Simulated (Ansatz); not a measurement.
Stepwise reaction of `CN[Si](F)(F)NC` with hydrogen fluoride, as a gas-phase model of exchange steps in deposition or etching. ΔE in kJ/mol.

Computed with Ansatz on PBE0-D4/def2-TZVP structures; ΔE is electronic, products minus reactants. CBS: MP2 limit from def2 TZ/QZ plus the TZ coupled-cluster correction, frozen cores. This one scheme is used for every species. Functionals use def2-TZVPP. B3LYP here is the variant with VWN-RPA as its local correlation; programs differ in this. Each species was taken in one conformer, which may not be the lowest.

```json
{"step": "2", "reaction": "`CN[Si](F)(F)F` + H–F → `F[Si](F)(F)F` + CH₃NH₂", "PBE-D4": "-62.7", "B3LYP-D4": "-66.3", "ωB97M-V": "-67.9", "CCSD(T)/CBS": "-67.9"}
```

(1) Give the row of step 1, `CN[Si](F)(F)NC` + H–F → `CN[Si](F)(F)F` + CH₃NH₂. (An estimate is asked.)

(2) By hand: ΔE of the 2 steps together at CCSD(T)/CBS.

Answers

(1) Ansatz gave: 
| step | reaction | PBE-D4 | B3LYP-D4 | ωB97M-V | CCSD(T)/CBS |
| --- | --- | --- | --- | --- | --- |
| 1 | `CN[Si](F)(F)NC` + H–F → `CN[Si](F)(F)F` + CH₃NH₂ | -66.9 | -72.0 | -73.4 | -72.0 |

(2) (-72.0) + (-67.9) = -139.9 kJ/mol, or -70.0 kJ/mol a step.

In ΔE the steps differ by no more than 4.1 kJ/mol. All are downhill at CCSD(T)/CBS. PBE-D4 differs from CCSD(T)/CBS by 5.1 to 5.2 kJ/mol a step. Isolated molecules leave out the surface, adducts and barriers. Largest T1 diagnostic: 0.011.
